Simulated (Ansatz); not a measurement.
Cost and result for the atomization energy of `[BH2][AlH][SbH2]` (8 atoms, 7 bonds).

The species carries charge 0 and has multiplicity 1. Correlated methods include outer-core shells of Sb, which these sets cover unevenly. Sb: def2 effective core potential. Geometry: relaxed with PBE0-D4/def2-TZVP. Program: Ansatz. All runs use 2 threads of an Arm Neoverse V1 on a shared host. Times are those of one run each, without the atoms' runs, and a repeat can differ threefold. Electronic energies, without spin–orbit coupling; frozen cores. CCSD(T)/CBS adds CCSD(T) − MP2 in def2-TZVPP to the MP2 limit, and its time is that of the two runs behind it. T1 = 0.014. With those shells the extrapolation isn't a true limit. B3LYP takes the VWN-RPA correlation (the form of Gaussian; ORCA's B3LYP/G).

CCSD(T)/CBS is a level of theory with its own doubt, some kJ/mol a heavy atom from the limit and from the frozen cores, so smaller differences don't rank the functionals.

```json
{"level": "LDA (SPW92)/def2-TZVPP", "functions": "193", "wall time": "1.4 s", "atomization (kJ/mol)": "2244.2", "difference from CCSD(T)/CBS": "246.3", "per bond": "35.2"}
{"level": "revPBE-D4/def2-TZVPP", "functions": "193", "wall time": "2.2 s", "atomization (kJ/mol)": "1958.4", "difference from CCSD(T)/CBS": "-39.5", "per bond": "-5.6"}
{"level": "PBE0-D4/def2-TZVPP", "functions": "193", "wall time": "3.2 s", "atomization (kJ/mol)": "1980.8", "difference from CCSD(T)/CBS": "-17.1", "per bond": "-2.4"}
{"level": "BHLYP-D4/def2-TZVPP", "functions": "193", "wall time": "3.3 s", "atomization (kJ/mol)": "1984.8", "difference from CCSD(T)/CBS": "-13.1", "per bond": "-1.9"}
{"level": "CCSD(T)/def2-SVP", "functions": "83", "wall time": "3.3 s", "atomization (kJ/mol)": "1849.7", "difference from CCSD(T)/CBS": "-148.2", "per bond": "-21.2"}
{"level": "B3LYP-D4/def2-TZVPP (with forces)", "functions": "193", "wall time": "5.5 s", "atomization (kJ/mol)": "2014.5", "difference from CCSD(T)/CBS": "16.6", "per bond": "2.4"}
{"level": "B2PLYP/def2-TZVPP", "functions": "193", "wall time": "6.5 s", "atomization (kJ/mol)": "1969.1", "difference from CCSD(T)/CBS": "-28.8", "per bond": "-4.1"}
{"level": "ωB97X-V/def2-TZVPP", "functions": "193", "wall time": "9.5 s", "atomization (kJ/mol)": "2026.2", "difference from CCSD(T)/CBS": "28.3", "per bond": "4.0"}
{"level": "B97M-V/def2-TZVPP", "functions": "193", "wall time": "12 s", "atomization (kJ/mol)": "2043.6", "difference from CCSD(T)/CBS": "45.7", "per bond": "6.5"}
{"level": "ωB97M-V/def2-TZVPP (with forces)", "functions": "193", "wall time": "15 s", "atomization (kJ/mol)": "1994.8", "difference from CCSD(T)/CBS": "-3.1", "per bond": "-0.4"}
{"level": "MP2/def2-QZVPP", "functions": "359", "wall time": "17 s", "atomization (kJ/mol)": "1939.5", "difference from CCSD(T)/CBS": "-58.4", "per bond": "-8.3"}
{"level": "CCSD(T)/def2-TZVPP", "functions": "193", "wall time": "76 s", "atomization (kJ/mol)": "1941.5", "difference from CCSD(T)/CBS": "-56.4", "per bond": "-8.1"}
{"level": "CCSD(T)/CBS(def2)", "functions": "–", "wall time": "93 s", "atomization (kJ/mol)": "1997.9", "difference from CCSD(T)/CBS": "0.0", "per bond": "0.0"}
```

From r2SCAN to r2SCAN0 (25 % exact exchange), in def2-TZVPP and without D4, the atomization energy moves by −21.9 kJ/mol: exact exchange takes away binding that semilocal exchange gives to molecules. In def2-TZVPP, CCSD(T) changes the Hartree–Fock value by +478.8 kJ/mol (the triples alone add +23.1 kJ/mol) and MP2 by +443.4 kJ/mol; breaking electron pairs costs correlation energy, which Hartree–Fock lacks. The D4 term adds +24.3 kJ/mol with B3LYP and +12.8 kJ/mol with PBE0; it sums over pairs of atoms, weighted by their polarisabilities, and B3LYP, whose exchange is more repulsive, gets the larger term.
